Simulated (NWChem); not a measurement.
# LiCl; SMILES [Li][Cl]

All runs: NWChem. Pople sets run with spherical d functions. The geometry was optimised at PBE0/def2-SVP. B3LYP is NWChem's, with the RPA form of VWN correlation. Static field.

For level B3LYP/aug-cc-pVDZ:

- isotropic polarisability (bohr³) = 26.5
- anisotropy (bohr³) = 2.3

Problem. Estimate the same quantities for level B3LYP/6-31+G*.

Solution. The isotropic polarisability (bohr³) is 21.7 and the anisotropy (bohr³) is 8.0.
